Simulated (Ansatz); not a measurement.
Coupled-cluster diagnostics for the cluster Zr₃O₅ (the lowest singlet isomer of a short search), Ansatz.

Geometry of the singlet (PBE0-D4/def2-SVP):

```csv
atom,x (Å),y (Å),z (Å)
Zr1,-0.3604,-1.0159,-1.4100
Zr2,1.4820,0.7643,0.6080
Zr3,-1.6095,0.8638,0.7074
O4,-1.8883,0.3826,-1.0655
O5,-0.1740,2.0390,0.8121
O6,1.8797,-0.0121,2.1361
O7,-0.8060,-2.6073,-0.8056
O8,1.4766,-0.4144,-0.9826
```

In the def2 sets Zr takes a core potential; there is no spin–orbit coupling. Correlated methods freeze 5 core orbitals; core or outer-core shells of Zr are correlated, in sets that lack core-valence functions. The structure comes from a short search, and lower isomers may exist.

(1) Estimate the CCSD(T) correlation energy, the shares of MP2 and (T), T1 and the reference's ⟨S²⟩ for: charge 0, singlet, own geometry in def2-SVP; and the rough time on 4 threads of Intel Xeon on a shared host.

## Answers

(1) 
```tsv
state	basis	correlation (eV)	MP2 share (%)	(T) share (%)	T1	⟨S²⟩ (pure)	wall time	remarks
charge 0, singlet, own geometry	def2-SVP	-47.945	99.0	4.9	0.028	0.00 (0.00)	3.7 min	restricted SCF unstable
```
Customary marks for T1 are 0.02 (closed shells), 0.045 (open shells) and about 0.05 (3d metals). T1 exceeds 0.02 in 1 of 1 rows and 0.045 in 0; the higher it lies, the less the single-reference result can be trusted.
